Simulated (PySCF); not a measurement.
Job file and geometry (Å, from GFN2-xTB) of an NMR shielding run on `CC(C)[SiH2]CCB(F)F`, C$_{5}$H$_{13}$BF$_{2}$Si, PySCF, GIAO PBE0/pcSseg-1 NMR shielding, non-relativistic, gas phase; density fitting, a coarse starting grid and PySCF grid level 2 are the driver's defaults:

```
$ OMP_NUM_THREADS=1 python probes_run.py task.json out

{"job": {"kind": "nmr", "xc": "PBE0", "basis": "pcSseg-1"}, "charge": 0, "multiplicity": 1}
C     -1.990621     1.173473     0.727894
C     -1.824938     0.005437    -0.242437
C     -2.964375    -0.992184    -0.054096
Si    -0.135045    -0.862533    -0.048848
C      1.295954     0.377332    -0.238690
C      2.662790    -0.317930    -0.261047
B      3.897843     0.659642    -0.339756
F      5.144631     0.230244    -0.407797
F      3.797624     1.973696    -0.338421
H     -2.962941     1.646763     0.593517
H     -1.222460     1.926525     0.568925
H     -1.924361     0.826975     1.757121
H     -1.903980     0.405726    -1.259329
H     -3.929435    -0.510321    -0.206526
H     -2.878384    -1.816151    -0.758174
H     -2.946852    -1.403654     0.952611
H     -0.010555    -1.906095    -1.077999
H     -0.050292    -1.491749     1.277817
H      1.285006     1.097775     0.579770
H      1.183607     0.958134    -1.154933
H      2.764289    -0.944687     0.629451
H      2.702083    -1.017030    -1.100685
```

Question: Write the output of this run.

Answer: 
```
coarse grid: 18376 points
cycle   1  E = -711.7136426152  dE =  6.737e-01  |g| = 7.335e-01  |ddm| = 3.952e+00
cycle   2  E = -711.6584374333  dE =  5.521e-02  |g| = 9.591e-01  |ddm| = 1.044e+00
cycle   3  E = -711.8190044189  dE = -1.606e-01  |g| = 6.197e-02  |ddm| = 5.791e-01
cycle   4  E = -711.8195926046  dE = -5.882e-04  |g| = 3.075e-02  |ddm| = 5.993e-02
cycle   5  E = -711.8197963311  dE = -2.037e-04  |g| = 4.164e-03  |ddm| = 2.455e-02
cycle   6  E = -711.8198000612  dE = -3.730e-06  |g| = 1.330e-03  |ddm| = 5.130e-03
final grid: 172224 points
cycle   7  E = -711.8816000128  dE = -7.747e-05  |g| = 9.550e-03  |ddm| = 2.979e-02
cycle   8  E = -711.8815902281  dE =  9.785e-06  |g| = 1.139e-02  |ddm| = 1.763e-02
cycle   9  E = -711.8816233872  dE = -3.316e-05  |g| = 5.478e-04  |ddm| = 9.644e-03
cycle  10  E = -711.8816234370  dE = -4.979e-08  |g| = 2.422e-04  |ddm| = 6.281e-04
cycle  11  E = -711.8816234483  dE = -1.133e-08  |g| = 5.355e-05  |ddm| = 1.870e-04
cycle  12  E = -711.8816234488  dE = -5.477e-10  |g| = 1.501e-05  |ddm| = 5.338e-05
converged SCF energy = -711.8816234488

GIAO shielding tensors (ppm)
atom      isotropic    diamagn.    paramagn.     s11        s22        s33       span
  0 C      165.606     249.593     -83.987    152.897    158.147    185.774     32.878
  1 C      170.295     251.711     -81.415    165.243    169.047    176.595     11.352
  2 C      165.417     246.480     -81.064    150.793    157.187    188.269     37.476
  3 Si     371.174     883.690    -512.516    324.715    351.071    437.736    113.020
  4 C      181.930     257.669     -75.739    174.411    179.849    191.530     17.118
  5 C      176.718     253.035     -76.317    164.359    172.177    193.617     29.259
  6 B       71.195     191.751    -120.556     43.384     78.309     91.893     48.510
  7 F      239.358     461.743    -222.385     60.858    292.051    365.166    304.308
  8 F      240.866     470.263    -229.397     53.474    288.088    381.036    327.562
  9 H       30.474      30.716      -0.242     26.074     27.820     37.529     11.456
 10 H       30.422      33.103      -2.681     24.677     30.276     36.312     11.635
 11 H       30.933      32.176      -1.244     27.558     28.946     36.295      8.736
 12 H       30.731      34.247      -3.516     27.224     28.825     36.146      8.922
 13 H       30.460      28.741       1.719     26.001     27.742     37.637     11.636
 14 H       30.442      29.592       0.850     25.408     28.574     37.342     11.934
 15 H       30.925      29.949       0.975     27.092     29.196     36.486      9.394
 16 H       27.751      32.301      -4.550     23.741     27.444     32.068      8.327
 17 H       27.990      32.346      -4.356     24.553     27.570     31.846      7.293
 18 H       30.818      36.042      -5.223     24.810     31.899     35.746     10.935
 19 H       31.088      35.729      -4.641     25.450     31.505     36.308     10.857
 20 H       30.729      30.813      -0.084     25.206     30.716     36.266     11.061
 21 H       30.636      30.482       0.154     25.131     30.435     36.342     11.210
```

Size and cost of the density-fitted run: 225 basis functions, 83 s wall time on 1 thread of an Arm Neoverse N1, shared host; peak memory 1.1 GiB.
